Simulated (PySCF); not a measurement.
Spectrum to structure. Theory: PySCF, TDDFT CAM-B3LYP/def2-SVPD, vertical, gas phase, core orbitals frozen in the response. Geometries: GFN2-xTB, one conformer each.

```tsv
state	E (eV)	λ (nm)	f
S1	3.24	382.1	0.075
S2	4.93	251.3	0.0014
S3	5.06	245.1	0.0000
S4	5.55	223.3	0.0000
S5	6.13	202.4	0.189
S6	6.44	192.4	0.0049
S7	6.57	188.6	0.0035
S8	6.63	187.0	0.418
```

Triplets computed (Tamm–Dancoff): 2.07, 4.45, 4.58 eV.

Orbital energies (eV): HOMO-3 -11.98, HOMO-2 -11.78, HOMO-1 -11.41, HOMO -8.75, LUMO -2.69, LUMO+1 0.17, LUMO+2 0.59.

**Question.** Which candidate is it?
A. `C=C[C@](C)(N)C[SiH3]`
B. `C(C1=C(C#N)C1=C)#N`
C. `C[C@@H]1CCNN1[SiH3]`

**Answer.** B. Its S1, at 3.24 eV, is the lowest among the candidates; the nearest of the others has S1 at 5.43 eV. S1 is HOMO→LUMO (97%). Löwdin shares by element: HOMO carbon 79% or more (atoms not listed hold the other 21%); LUMO carbon 47% or more, nitrogen 28% (atoms not listed hold the other 25%). At the same level the other candidates give, for their lowest levels:
- `C=C[C@](C)(N)C[SiH3]`: 6.79 eV (f 0.002); 6.88 eV (f 0.023); 7.18 eV (f 0.041); 7.46 eV (f 0.476); 7.84 eV (f 0.005); T1 4.57 eV; HOMO -8.77, LUMO 1.09 eV
- `C[C@@H]1CCNN1[SiH3]`: 5.43 eV (f 0.027); 6.22 eV (f 0.012); 6.47 eV (f 0.009); 6.62 eV (f 0.016); 6.63 eV (f 0.030); T1 5.23 eV; HOMO -7.34, LUMO 1.16 eV
